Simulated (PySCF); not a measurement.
# Polarisability and C₆ of Ta (tantalum, neutral)

[Xe] 4f14 5d5, high-spin 6S determinant (an excited configuration). All numbers are calculated (PySCF 2.14, scalar relativity through the core potential, in aug-cc-pwCVDZ-PP with ECP60MDF). Coupled (time-dependent) response in atomic units; α is the mean over directions. A double-zeta set is small for polarisabilities.

```json
{"method": "wB97X-V", "mean α (bohr³)": "99.02", "C₆ (like pair)": "724.0", "S(−4)": "27040"}
{"method": "CAM-B3LYP", "mean α (bohr³)": "95.22", "C₆ (like pair)": "707.2", "S(−4)": "23220"}
```

S(−4) is the Cauchy moment in α(ω) = α(0) + S(−4) ω² + …

α(iu) at CAM-B3LYP:

```tsv
u (hartree)	α(iu) (bohr³)
0	95.22
0.0500	63.19
0.100	40.14
0.200	26.09
0.300	20.31
0.500	13.44
0.750	8.717
1.00	6.131
1.50	3.560
2.00	2.341
3.00	1.230
5.00	0.5040
```

A single London oscillator, α(iu) = α/(1 + u²/ω²), gives C₆ = (3/4) ω α². Matching the computed C₆ needs ω = 4 × 707.2 / (3 × 95.22²) = 0.104 hartree.

Energies and moments cover only the electrons outside the core potential. Spin-orbit coupling, which splits the p, d and f shells strongly at this Z, is absent.
